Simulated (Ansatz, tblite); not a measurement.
Forces on SiO₃H₂ at its PBE-D4/def2-TZVP geometry. The state is a singlet with charge 0.

The xTB rows come from tblite. The restricted singlet is unstable towards broken spin symmetry in Hartree–Fock (as tested in another run); at PBE-D4/def2-TZVP this wasn't settled. Another isomer (singlet) lies 3.34 eV lower at PBE0-D4/def2-TZVP; other spin states weren't run for this one.

GFN1-xTB (tblite), largest force 1.99 eV/Å:

```xyz
6
positions Å, forces eV/Å
Si   -0.009    0.041    0.385   -0.468   -0.016    0.398
O    -1.306   -0.965    0.173    0.495    1.927    0.033
O    -1.509    0.625    0.000    0.956   -1.691    0.428
O     1.235    0.084   -0.670   -1.160   -0.192   -0.400
H     1.018   -0.046   -1.609    0.667    0.137    0.479
H     0.571    0.261    1.722   -0.491   -0.165   -0.938
```

GFN2-xTB (tblite), largest force 2.92 eV/Å:

```
Si -0.418 -0.031 0.204
O 0.436 2.882 -0.194
O 1.142 -2.657 0.411
O -1.102 -0.157 -0.147
H 0.306 0.098 0.536
H -0.364 -0.135 -0.810
```

PBE-D4/def2-TZVP (Ansatz), largest force 0.00 eV/Å:

```
Si 0.003 0.000 -0.003
O 0.000 0.000 0.000
O 0.000 0.000 0.000
O -0.002 0.000 0.004
H -0.001 0.000 -0.003
H 0.001 0.000 0.002
```
